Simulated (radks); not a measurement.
Results of a calculation; reference values are marked as such.
Question: Species: Pm. Configuration: [Xe] 4f5 6s2. Level of theory: Dirac Kohn-Sham, PBE, spin-unpolarised, spherical densities, finite nucleus; open shells fill j = l - 1/2 first; Fermi nuclear charge, rms radius 4.962 fm (a radial shooting solver on a logarithmic mesh with Libxc functionals).

Spin-orbit splittings of the eigenvalues, e(l+1/2) - e(l-1/2), with zeta = 2 splitting/(2l+1) and mean radii in bohr:

shell  occ.  splitting (eV)  zeta (eV)  <r> j=l-1/2  <r> j=l+1/2
2p        6           560.2      373.5      0.08245      0.08896
3p        6           112.7      75.10       0.2498       0.2624
3d       10           24.41      9.765       0.2339       0.2378
4p        6           24.57      16.38       0.6082       0.6368
4d       10           4.366      1.746       0.6827       0.6929
4f        5               ?          ?        1.064        1.088
5p        6           3.259      2.173        1.631        1.726

Estimate the 4f splitting.

Answer: 0.4657 eV (zeta = 0.1331 eV).
